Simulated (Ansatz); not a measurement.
Ansatz (a first-principles code) input (HF/6-31G* with LANL2DZ past Ar): The .json file joins the Basis Set Exchange's 6-31G* for atoms up to Ar and LANL2DZ past it.

Ansatz 0.2 input:
```yaml
crystal:
  periodic: [false, false, false]
  atoms:
    - {symbol: Zn, position_ang: [-0.37284714, -0.63945017, -0.29800391]}
    - {symbol: S, position_ang: [0.60535198, 1.16661735, 0.48230910]}
    - {symbol: H, position_ang: [1.49978256, 0.51762760, 1.22317159]}
basis:
  gaussian:
    orbitals: 6-31Gs+LANL2DZ.json
hamiltonian:
  xc: {name: HF}
total_charge: 1
phonons: {temperatures: {t_min: 298.15, t_max: 298.15, t_step: 100}}
```

Q: Which harmonic wavenumbers does it give?

A: 387, 761, 2895 cm⁻¹ (unscaled; negative means imaginary).
